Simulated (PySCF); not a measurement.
Delta-SCF ions had no search for a lower state. Excitations are Tamm–Dancoff values on a coarser integration grid. The basis has no diffuse functions, so Rydberg states are missing or too high.

Cartesian coordinates (Å):
```xyz
34

C      4.4727    -1.5320     0.4730
C      3.4367    -2.3890     0.0968
C      2.1431    -1.9055    -0.0908
C      1.8805    -0.5418     0.1047
C      2.9372     0.3174     0.4674
C      4.2243    -0.1707     0.6570
C      2.4460     1.7286     0.6154
C      1.0338     1.6971     0.0085
C      0.6427     0.2337    -0.0428
C     -0.6224    -0.2416    -0.1541
C     -1.0278    -1.6995    -0.0666
C     -2.5343    -1.6939     0.2402
C     -2.9733    -0.3032    -0.1174
C     -4.2680     0.1878    -0.2339
C     -4.4624     1.5280    -0.5731
C     -3.3644     2.3606    -0.7976
C     -2.0638     1.8744    -0.6782
C     -1.8578     0.5329    -0.3247
H      5.4820    -1.9265     0.6133
H      3.6426    -3.4502    -0.0624
H      1.3590    -2.5895    -0.4125
H      5.0355     0.5049     0.9417
H      2.4073     2.0022     1.6843
H      3.1090     2.4599     0.1285
H      1.0507     2.1173    -1.0131
H      0.3149     2.2965     0.5854
H     -0.8395    -2.2002    -1.0332
H     -0.4466    -2.2447     0.6909
H     -3.0901    -2.4673    -0.3115
H     -2.7167    -1.8807     1.3130
H     -5.1258    -0.4694    -0.0674
H     -5.4758     1.9240    -0.6736
H     -3.5247     3.4039    -1.0799
H     -1.2249     2.5369    -0.8870
```
Charge 0, multiplicity 1.

Problem. What is the computed vertical ionisation energy (Delta-SCF), brightest of the four lowest singlets (TDA), S1 excitation (TDA), S1–T1 gap (TDA) and LUMO (PBE0-D3(BJ)/def2-SVP run with PySCF)?

Solution. 
```yaml
vertical ionisation energy (Delta-SCF): 6.94 eV
brightest of the four lowest singlets (TDA): 4.11 eV
S1 excitation (TDA): 4.11 eV
S1–T1 gap (TDA): 1.58 eV
LUMO: -1.25 eV
```
